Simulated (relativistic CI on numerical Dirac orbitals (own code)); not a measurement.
# d7 in a ligand field

Computed with a parametric ligand-field model of a d^n configuration (Racah B and C, spin-orbit zeta, crystal field), exact diagonalisation.

Field parameters in Wybourne normalisation: Oh B⁴₀ = 21Dq, B⁴₄ = √(5/14) B⁴₀. The field is a parameter set, without covalency.

(1) Ground term and bands for B = 730, C = 3610, ζ = 0 cm⁻¹, Oh, 10Dq = 13870 cm⁻¹?

(2) Ground term and bands for B = 730, C = 3610, ζ = 0 cm⁻¹, Oh, 10Dq = 8030 cm⁻¹?

(3) Ground term and bands for B = 730, C = 3610, ζ = 0 cm⁻¹, Oh, 10Dq = 18250 cm⁻¹?

(4) Ground term and bands for B = 730, C = 3610, ζ = 0 cm⁻¹, Oh, 10Dq = 29930 cm⁻¹?

(5) Ground term and bands for B = 730, C = 3610, ζ = 0 cm⁻¹, Oh, 10Dq = 19710 cm⁻¹?

Answers

(1) Ground term 4T1 with 2.04 electrons in the two orbitals of the cubic e set. Spin-allowed: 4T2 12579 cm⁻¹ (795 nm), 4T1 22238 cm⁻¹ (450 nm), 4A2 26449 cm⁻¹ (378 nm). Lowest spin-forbidden: 2E 2708 cm⁻¹, 2T1 14473 cm⁻¹ (691 nm), 2T2 15138 cm⁻¹ (661 nm).

(2) Ground term 4T1 with 2.07 electrons in the two orbitals of the cubic e set. Spin-allowed: 4T2 7053 cm⁻¹ (1418 nm), 4A2 15083 cm⁻¹ (663 nm), 4T1 17026 cm⁻¹ (587 nm). Lowest spin-forbidden: 2E 8329 cm⁻¹ (1201 nm), 2T1 14659 cm⁻¹ (682 nm), 2T2 15086 cm⁻¹ (663 nm).

(3) Ground term 2E with 1.05 electrons in the two orbitals of the cubic e set. Spin-allowed: 2T1 15935 cm⁻¹ (628 nm), 2T2 16692 cm⁻¹ (599 nm), 2T1 20665 cm⁻¹ (484 nm), 2T2 30464 cm⁻¹ (328 nm). Lowest spin-forbidden: 4T1 1568 cm⁻¹, 4T2 18378 cm⁻¹ (544 nm), 4T1 27889 cm⁻¹ (359 nm).

(4) Ground term 2E with 1.02 electrons in the two orbitals of the cubic e set. Spin-allowed: 2T1 27260 cm⁻¹ (367 nm), 2T2 28143 cm⁻¹ (355 nm), 2T1 32369 cm⁻¹ (309 nm), 2T2 44861 cm⁻¹ (223 nm). Lowest spin-forbidden: 4T1 13073 cm⁻¹ (765 nm), 4T2 41331 cm⁻¹ (242 nm), 4T1 50609 cm⁻¹ (198 nm).

(5) Ground term 2E with 1.04 electrons in the two orbitals of the cubic e set. Spin-allowed: 2T1 17337 cm⁻¹ (577 nm), 2T2 18117 cm⁻¹ (552 nm), 2T1 22134 cm⁻¹ (452 nm), 2T2 32487 cm⁻¹ (308 nm). Lowest spin-forbidden: 4T1 3000 cm⁻¹, 4T2 21230 cm⁻¹ (471 nm), 4T1 30701 cm⁻¹ (326 nm).
